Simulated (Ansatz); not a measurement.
Relaxation of Cl3H2NZr (7 atoms, charge 0, multiplicity 1), to a largest force component of 0.03 eV/Å in at most 50 steps.

Computed with RKS PBE0-D4/def2-SVP (Ansatz).

```xyz
7
Properties=species:S:1:pos:R:3:forces:R:3
Zr 0.123 -0.191 0.753 1.69 -1.61 -1.21
Cl 1.847 -1.835 -0.479 -1.46 1.36 1.37
N -0.385 0.481 -1.007 -0.12 0.11 0.19
H 0.223 -0.084 -1.610 -0.11 0.15 -0.35
Cl 0.926 1.575 2.053 0.01 0.01 0.01
Cl -1.762 -1.068 1.818 -0.01 -0.01 0.01
H -0.972 1.124 -1.528 0.01 -0.01 -0.02
```

Problem. Where does it end, and by what steps?

Solution. It converged. After 7 steps the energy has fallen by 0.749 eV; Cl2 moved furthest, 0.65 Å. Parted: Zr1–H4.

```csv
step,energy less start (eV),largest force component (eV/Å),accepted
0,0.0000,1.689,yes
1,-0.5102,0.397,yes
2,-0.6355,0.275,yes
3,-0.7099,0.565,yes
4,-0.7253,0.823,yes
5,-0.7431,0.316,yes
6,-0.7486,0.037,yes
7,-0.7487,0.005,yes
```

```xyz
7
Properties=species:S:1:pos:R:3
Zr 0.219 -0.278 0.629
Cl 1.847 -1.892 0.164
N -0.355 0.461 -1.125
H 0.004 0.173 -2.034
Cl 1.021 1.503 1.931
Cl -1.679 -1.155 1.695
H -1.056 1.189 -1.260
```

Time of the run: 37 s on 2 threads of Arm Neoverse V1, with other jobs on the host, peak memory 0.27 GiB.
